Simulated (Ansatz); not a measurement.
`CC(Br)Br` + H₂ → `CCBr` + HBr at 500 K and 1 bar (hydrogenolysis of a C–Br bond).

Computed with Ansatz on PBE0-D4/def2-TZVP structures; ΔE is electronic, products minus reactants. CCSD(T)/CBS adds triple-zeta CCSD(T) − MP2 to the extrapolated MP2 energy (def2 sets, frozen cores). This one scheme is used for every species. For Br outer-core shells are correlated without core-valence functions, which leaves a few kJ/mol of doubt a bond. Scalar relativity is left out up to krypton.

```
   species  CCSD(T)/CBS energy (Eh)  H − E (kJ/mol)  S (J/(mol·K))
`CC(Br)Br`              -5225.15162           182.5          373.0
        H₂                 -1.17544            41.0          145.5
    `CCBr`              -2652.43806           202.3          324.8
       HBr              -2573.91920            30.5          213.7
```

H − E and S are ideal-gas, rigid-rotor, harmonic terms from PBE0-D4/def2-TZVP. The MP2-based limit puts H₂ 0.8 mEh under its directly extrapolated value; such offsets cancel only in part. 1 Eh = 2625.50 kJ/mol, R = 8.31446 J/(mol·K).

**Question.** By hand: ΔE, ΔH, ΔS and ΔG.

**Answer.** ΔE = (-2652.43806) + (-2573.91920) − (-5225.15162) − (-1.17544) = -0.03020 Eh = -79.3 kJ/mol. Δ(H − E) = 202.3 + 30.5 − 182.5 − 41.0 = 9.3, so ΔH = -70.0 kJ/mol. ΔS = 324.8 + 213.7 − 373.0 − 145.5 = 20.0 J/(mol·K). ΔG = -70.0 − 500 × (20.0)/1000 = -80.0 kJ/mol.

**Question.** By hand: the equilibrium constant, and the temperature at which ΔG would vanish if ΔH and ΔS stayed fixed.

**Answer.** log₁₀ K = −ΔG/(RT ln 10) = 8.4. ΔH and −TΔS have one sign here, so there is no such temperature.

ΔH outweighs TΔS. A doubt of 5 kJ/mol in ΔE shifts log₁₀ K by 0.5 here. These are equilibria of isolated gas molecules and say nothing of rates. Largest T1 diagnostic: 0.008 (customary marks: 0.02 for closed shells, 0.045 for open ones).
